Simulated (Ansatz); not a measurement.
Start from `[NH2][Ta]([NH2])(=[S])[Cl]` and change one atom or group to get `[NH2][Ta]([F])(=[S])[Cl]`.

Ansatz, PBE0-D4/def2-TZVP geometries, multiplicity 1. Each molecule was computed in one conformer, which needn't be the lowest.

Elements past krypton have def2 core potentials.

```tsv
property	`[NH2][Ta]([NH2])(=[S])[Cl]`
HOMO energy (ωB97M-V/def2-TZVPP) / eV	-9.59
LUMO energy (PBE/def2-TZVPP) / eV	-2.24
HOMO–LUMO gap (PBE/def2-TZVPP) / eV	4.10
HOMO energy (B3LYP/def2-TZVPP) / eV	-7.23
LUMO energy (B3LYP/def2-TZVPP) / eV	-1.64
HOMO–LUMO gap (ωB97M-V/def2-TZVPP) / eV	10.20
```

Problem. Give the same properties after the change, and the shifts. (An estimate is asked.)

Solution. Computed: 
```json
{"property": "HOMO energy (ωB97M-V/def2-TZVPP) / eV", "`[NH2][Ta]([F])(=[S])[Cl]`": "-9.94", "shift": "-0.35"}
{"property": "LUMO energy (PBE/def2-TZVPP) / eV", "`[NH2][Ta]([F])(=[S])[Cl]`": "-2.86", "shift": "-0.62"}
{"property": "HOMO–LUMO gap (PBE/def2-TZVPP) / eV", "`[NH2][Ta]([F])(=[S])[Cl]`": "3.81", "shift": "-0.29"}
{"property": "HOMO energy (B3LYP/def2-TZVPP) / eV", "`[NH2][Ta]([F])(=[S])[Cl]`": "-7.60", "shift": "-0.37"}
{"property": "LUMO energy (B3LYP/def2-TZVPP) / eV", "`[NH2][Ta]([F])(=[S])[Cl]`": "-2.27", "shift": "-0.63"}
{"property": "HOMO–LUMO gap (ωB97M-V/def2-TZVPP) / eV", "`[NH2][Ta]([F])(=[S])[Cl]`": "9.95", "shift": "-0.25"}
```

With PBE0 the HOMO falls by 0.37 eV and the LUMO falls by 0.63 eV, so the gap narrows by about 0.26 eV. PBE moves the HOMO by -0.33 eV and ωB97M-V by -0.35 eV. The zero-point energy changes by -59.7 kJ/mol with -6 modes.

B3LYP here is the variant with VWN-RPA as its local correlation; programs differ in this.
